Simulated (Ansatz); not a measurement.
All numbers were calculated with Ansatz.

A structure relaxed at PBE0-D4/def2-TZVP, charge 0, multiplicity 1:

```xyz
29

C     1.276    2.201   -1.341
C    -0.078    1.555   -1.062
Si    0.000   -0.001   -0.002
C     1.051   -1.312   -0.855
C     0.541   -1.740   -2.227
C    -1.755   -0.641    0.244
C    -1.856   -1.906    1.092
C     0.782    0.394    1.667
C     0.039    1.449    2.481
H     1.776    2.498   -0.416
H     1.182    3.097   -1.961
H     1.947    1.514   -1.864
H    -0.576    1.300   -2.005
H    -0.743    2.272   -0.568
H     2.076   -0.929   -0.936
H     1.119   -2.181   -0.190
H    -0.468   -2.158   -2.167
H     0.498   -0.896   -2.920
H     1.180   -2.502   -2.682
H    -2.198   -0.813   -0.744
H    -2.351    0.162    0.694
H    -1.451   -1.749    2.095
H    -2.890   -2.240    1.208
H    -1.296   -2.733    0.645
H     1.817    0.713    1.493
H     0.859   -0.538    2.238
H    -0.987    1.139    2.697
H     0.526    1.644    3.440
H    -0.019    2.401    1.947
```

Q: Give its formula and SMILES.

A: C8H20Si, `CC[Si](CC)(CC)CC`.

Q: Point group (tolerance 0.08 Å, 0.16 Å for H)?

A: D2d.

Q: Summarise the bond lengths by kind.

A: 4 × C–C 1.526 Å; 20 × C–H 1.093 to 1.096 Å; 4 × C–Si 1.884 Å.
